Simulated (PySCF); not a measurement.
Job file and geometry (Å, from GFN2-xTB) of an NMR shielding run on `CNCC([SiH3])[SiH3]`, C₃H₁₃NSi₂, GIAO PBE0/pcSseg-1 NMR shielding, non-relativistic, gas phase in PySCF; density fitting, a coarse starting grid and PySCF grid level 2 are the driver's defaults:

```
$ OMP_NUM_THREADS=1 python probes_run.py task.json out

{"job": {"kind": "nmr", "xc": "PBE0", "basis": "pcSseg-1"}, "charge": 0, "multiplicity": 1}
C     -2.682001     0.113344    -0.523799
N     -1.300229    -0.290749    -0.676298
C     -0.523346    -0.243531     0.548291
C      0.936704    -0.451644     0.176446
Si     1.183001     0.504219    -1.460992
Si     2.105503     0.009587     1.595904
H     -3.184409     0.040836    -1.487182
H     -2.707684     1.152632    -0.195235
H     -3.232660    -0.493802     0.210358
H     -1.260130    -1.231607    -1.057827
H     -0.658221     0.756018     0.974086
H     -0.868495    -0.971573     1.304237
H      1.084252    -1.515035    -0.041527
H      2.630797     0.693184    -1.648715
H      0.552398     1.817048    -1.373215
H      0.696112    -0.245855    -2.618999
H      2.008357     1.441652     1.884551
H      3.478993    -0.341114     1.235596
H      1.731255    -0.734360     2.806079
```

Q: What does the program print?

A: 
```
coarse grid: 15632 points
cycle   1  E = -755.2828833956  dE =  2.474e-01  |g| = 3.772e-01  |ddm| = 3.713e+00
cycle   2  E = -755.2687358755  dE =  1.415e-02  |g| = 4.446e-01  |ddm| = 8.248e-01
cycle   3  E = -755.3186034730  dE = -4.987e-02  |g| = 5.713e-02  |ddm| = 5.140e-01
cycle   4  E = -755.3193105762  dE = -7.071e-04  |g| = 1.964e-02  |ddm| = 7.137e-02
cycle   5  E = -755.3193918146  dE = -8.124e-05  |g| = 5.021e-03  |ddm| = 1.739e-02
cycle   6  E = -755.3193970500  dE = -5.235e-06  |g| = 1.064e-03  |ddm| = 4.636e-03
final grid: 138304 points
cycle   7  E = -755.3513908699  dE = -2.615e-05  |g| = 7.401e-03  |ddm| = 2.389e-02
cycle   8  E = -755.3513818991  dE =  8.971e-06  |g| = 9.399e-03  |ddm| = 1.668e-02
cycle   9  E = -755.3514050337  dE = -2.313e-05  |g| = 7.768e-04  |ddm| = 9.807e-03
cycle  10  E = -755.3514051619  dE = -1.281e-07  |g| = 1.968e-04  |ddm| = 7.637e-04
cycle  11  E = -755.3514051701  dE = -8.274e-09  |g| = 3.075e-05  |ddm| = 1.503e-04
cycle  12  E = -755.3514051703  dE = -1.723e-10  |g| = 1.261e-05  |ddm| = 4.787e-05
converged SCF energy = -755.3514051703

GIAO shielding tensors (ppm)
atom      isotropic    diamagn.    paramagn.     s11        s22        s33       span
  0 C      148.001     242.909     -94.908    126.241    131.560    186.202     59.962
  1 N      197.914     322.106    -124.192    169.806    199.993    223.942     54.136
  2 C      132.421     249.470    -117.048    110.584    125.889    160.791     50.207
  3 C      181.412     257.015     -75.604    164.449    175.307    204.479     40.030
  4 Si     425.578     879.767    -454.189    391.173    414.835    470.727     79.553
  5 Si     420.479     879.955    -459.475    390.155    397.886    473.396     83.241
  6 H       28.869      27.938       0.932     24.348     26.414     35.845     11.497
  7 H       29.283      29.378      -0.095     25.019     27.703     35.125     10.106
  8 H       29.058      28.136       0.922     24.526     26.522     36.126     11.600
  9 H       31.670      35.585      -3.915     23.654     32.838     38.518     14.864
 10 H       29.678      34.263      -4.585     25.144     30.866     33.024      7.879
 11 H       28.503      32.990      -4.487     23.841     28.235     33.433      9.592
 12 H       31.133      33.574      -2.442     27.242     29.150     37.005      9.763
 13 H       27.983      29.689      -1.706     24.227     26.333     33.388      9.160
 14 H       28.125      30.111      -1.986     24.770     26.712     32.892      8.122
 15 H       27.514      30.171      -2.656     23.295     26.467     32.782      9.487
 16 H       28.005      29.191      -1.186     24.534     26.460     33.022      8.488
 17 H       27.769      28.882      -1.112     24.176     25.598     33.534      9.358
 18 H       27.748      29.002      -1.254     24.095     25.791     33.358      9.262
```

Q: Turn these shieldings into chemical shifts. δ = σ(ref) − σ, references computed at the same level: ¹³C (σref 186.93), ²⁹Si (σref 349.16), ¹H (σref 31.72) vs TMS; NH3 for ¹⁵N (σref 267.73).

A: Averaging equivalent atoms: C 2: 54.5; C 0: 38.9; C 3: 5.5; N 1: 69.8; Si 4/5: -73.9; H 13/14/15/16/17/18: 3.86; H 6/7/8: 2.65; H 10/11: 2.63; H 12: 0.58; H 9: 0.05 ppm. Experimental scales use liquid or dissolved standards, which lie at an offset from isolated NH3 (liquid NH3: subtract about 20 ppm).

Size and cost of the density-fitted run: 181 basis functions, 110 s wall time (69 s CPU) on 1 thread of an Intel Xeon, shared host; peak memory 0.82 GiB.
